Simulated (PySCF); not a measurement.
This PySCF input asks for the NMR shieldings of `CC(CP(COC)C)C`, C₇H₁₇OP; the geometry comes from GFN2-xTB.

```python
import basis_set_exchange as bse
import numpy as np
from pyscf import gto, dft
from pyscf.prop import nmr

atoms = """
C     3.136654    1.114159    0.029866
O     2.077911    0.226596   -0.206539
C     1.591201   -0.372724    0.964844
P     0.167283   -1.521207    0.573762
C     1.016820   -2.514186   -0.735737
C    -0.792359   -0.397042   -0.560141
C    -1.569280    0.692937    0.178136
C    -2.198233    1.657629   -0.825850
C    -2.637837    0.079102    1.076052
H     3.425832    1.522833   -0.936829
H     2.828436    1.931314    0.694628
H     3.994722    0.600058    0.481537
H     1.247367    0.387428    1.684869
H     2.377415   -0.963955    1.462993
H     0.281687   -3.147759   -1.228961
H     1.495522   -1.860706   -1.461727
H     1.762976   -3.151641   -0.264105
H    -1.490459   -1.032326   -1.114796
H    -0.089152    0.047737   -1.268452
H    -0.870707    1.258972    0.804887
H    -1.432994    2.125314   -1.441703
H    -2.889182    1.127901   -1.478906
H    -2.747827    2.441360   -0.308629
H    -3.156610    0.851149    1.640193
H    -3.368343   -0.461684    0.477557
H    -2.181887   -0.618644    1.776325
"""
names = dict.fromkeys(["C", "O", "P", "H"], "pcSseg-1")
basis = {el: gto.basis.parse(bse.get_basis(n, elements=[el], fmt="nwchem")) for el, n in names.items()}
mol = gto.M(atom=atoms, basis=basis, charge=0, verbose=0)
mf = dft.RKS(mol, xc="PBE0")
mf.grids.level = 2
mf.grids.alignment = dft.numint.BLKSIZE   # the property module wants whole blocks of grid points
mf.conv_tol = 1e-9
mf.kernel()

calc = nmr.RKS(mf)   # GIAO
C = mf.mo_coeff
Co = C[:, mf.mo_occ > 0]
resp = mf.gen_response(singlet=True, hermi=2)
def vind(x):   # induced exchange potential for any number of trial vectors
    d = np.einsum("pi,xij,qj->xpq", C, 2 * x.reshape(-1, C.shape[1], Co.shape[1]), Co, optimize=True)
    return np.einsum("xpq,pi,qj->xij", resp(d - d.transpose(0, 2, 1)), C, Co, optimize=True).ravel()
mo1, _ = nmr.rhf.solve_mo1(calc, with_cphf=vind)
sigma = calc.kernel(mo1)
for i, s in enumerate(sigma):   # ppm
    w = np.linalg.eigvalsh((s + s.T) / 2)
    print("%2d %-2s iso %8.1f  s11 %8.1f  s22 %8.1f  s33 %8.1f" % (i, mol.atom_pure_symbol(i), w.mean(), *w))
```

Task: What are the results?

Result: 
```
 0 C  iso    123.9  s11     92.5  s22     94.7  s33    184.5
 1 O  iso    324.3  s11    308.5  s22    318.7  s33    345.8
 2 C  iso    115.8  s11     83.4  s22     97.7  s33    166.2
 3 P  iso    377.2  s11    348.5  s22    365.8  s33    417.4
 4 C  iso    176.6  s11    161.9  s22    177.1  s33    191.0
 5 C  iso    148.5  s11    123.8  s22    139.7  s33    182.0
 6 C  iso    158.3  s11    153.6  s22    158.2  s33    163.1
 7 C  iso    159.3  s11    141.6  s22    148.9  s33    187.6
 8 C  iso    162.0  s11    148.7  s22    152.5  s33    184.7
 9 H  iso     27.8  s11     23.5  s22     24.9  s33     34.8
10 H  iso     28.4  s11     24.1  s22     26.4  s33     34.8
11 H  iso     28.4  s11     24.2  s22     25.7  s33     35.3
12 H  iso     28.1  s11     24.5  s22     28.1  s33     31.8
13 H  iso     28.3  s11     24.1  s22     27.4  s33     33.5
14 H  iso     31.0  s11     26.0  s22     28.7  s33     38.4
15 H  iso     29.8  s11     24.6  s22     30.2  s33     34.8
16 H  iso     30.9  s11     26.2  s22     27.3  s33     39.2
17 H  iso     31.1  s11     26.5  s22     31.8  s33     35.1
18 H  iso     29.4  s11     24.8  s22     30.6  s33     32.8
19 H  iso     30.4  s11     25.8  s22     30.7  s33     34.6
20 H  iso     30.6  s11     25.7  s22     29.1  s33     36.9
21 H  iso     31.0  s11     27.7  s22     28.8  s33     36.5
22 H  iso     30.5  s11     26.1  s22     27.7  s33     37.8
23 H  iso     30.7  s11     26.6  s22     27.8  s33     37.8
24 H  iso     31.3  s11     28.2  s22     28.7  s33     36.9
25 H  iso     29.7  s11     23.6  s22     30.7  s33     34.8
```

These numbers come from an equivalent density-fitted implementation of the same equations, which agrees with the script to about 0.01 ppm for H and up to a few tenths of a ppm for heavy atoms, so last digits may differ.

Size and cost of the density-fitted run: 245 basis functions, about 2.5 core-minutes.
